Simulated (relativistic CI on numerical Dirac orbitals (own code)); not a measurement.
## Cu²⁺: 3s photoemission

Computed with this model: Dirac-Coulomb-Breit CI, orbitals from a KLI potential per configuration, model QED (radiative potential, 1s self-energy scaled to tabulated hydrogen-like ionisation energies), valence Slater integrals scaled by 0.8, multiplet model of photoemission in the sudden approximation; configurations [Ar] 3d9 → [Ne] 3s 3p6 3d9; 300 K; Lorentzian 1.5 eV and Gaussian 0.6 eV FWHM. Energies are those of the free ion, without screening or charge transfer. The energies are binding energies and can lie tens of eV above those of solids. Without intra-shell correlation the exchange splitting of an s hole comes out too large, often by half or more. S is read from ⟨S²⟩ = S(S + 1).

free ion: ground-state S = 0.50, centroid 161.09 eV. Peaks (eV, height): 160.0 (100), 164.6 (34).

Strongest unbroadened transitions for free ion:

```tsv
Energy (eV)	Relative strength
159.96	100.0
160.13	30.7
164.57	40.7
```
